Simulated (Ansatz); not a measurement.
A made-up structure of AlSiH₃O₂, closed shell:

```xyz
7
angstrom
O -1.8093 -0.2803 -0.9689
Al -0.6201 0.0701 -0.3998
O 0.3794 -0.9046 0.5965
Si 0.9809 0.5673 0.3559
H -2.1155 -1.1398 -0.8019
H 0.9653 1.2710 1.6563
H 2.2193 0.4163 -0.4381
```

It is relaxed with PBE-D4/def2-SVP and then PBE0-D4/def2-TZVP (Ansatz 0.2.0). Atoms count as bonded within 1.22 times the sum of their covalent radii (H–H: 0.88 Å). The end point is not checked to be a true minimum.

Does its bonding change? (Judge from chemistry; the calculation decides.)

The calculation gives: No: no bond forms or breaks.

Where it ends: The first stage lowers the energy by 5.95 eV in 10 steps. It ends as AlSiH₃O₂ ([OH][Al]1[O][SiH2]1):
```json
{"atom": "O1", "x (Å)": "-2.2060", "y (Å)": "-0.4854", "z (Å)": "-1.1228"}
{"atom": "Al2", "x (Å)": "-0.7465", "y (Å)": "-0.0083", "z (Å)": "-0.4436"}
{"atom": "O3", "x (Å)": "0.4082", "y (Å)": "-0.8134", "z (Å)": "0.5763"}
{"atom": "Si4", "x (Å)": "1.2195", "y (Å)": "0.6578", "z (Å)": "0.4618"}
{"atom": "H5", "x (Å)": "-2.6252", "y (Å)": "-1.3392", "z (Å)": "-1.0255"}
{"atom": "H6", "x (Å)": "1.3944", "y (Å)": "1.3899", "z (Å)": "1.7466"}
{"atom": "H7", "x (Å)": "2.5556", "y (Å)": "0.5986", "z (Å)": "-0.1928"}
```

Labels in which every atom is bracketed show which atoms are joined, not bond orders.

For scale, one of the runs: PBE0-D4/def2-TZVP relaxation, 154 basis functions, launched by `ansatz run in.yaml --threads 2 --pin off --events-out ev --progress --plain --max-ram 4352MiB`. Hardware: 2 CPU threads of an AMD EPYC 7R43, shared host. Wall time about 29 s.
